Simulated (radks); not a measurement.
Removal energies from the niobium ion Nb2+, [Kr] 4d3, by Delta-SCF beside the eigenvalue of the level emptied. Method: scalar-relativistic Kohn-Sham, LDA (Slater exchange, Perdew-Wang correlation), spin-polarised, spherical densities, finite nucleus; Fermi nuclear charge, rms radius of each element as measured or else 0.836 A^(1/3) + 0.57 fm; computed with a radial shooting solver on a logarithmic mesh with Libxc functionals. Open shells are filled with parallel spins first.

| removed from | final configuration | Delta-SCF (eV) | -eigenvalue (eV) |
|---|---|---|---|
| 4d | [Kr] 4d2 | 25.652 | 20.088 |
| 4p | [Ar] 3d10 4s2 4p5 4d3 | 57.619 | 50.900 |
| 4s | [Ar] 3d10 4s1 4p6 4d3 | 82.182 | 74.987 |
| 3d | [Ar] 3d9 4s2 4p6 4d3 | 230.38 | 214.03 |
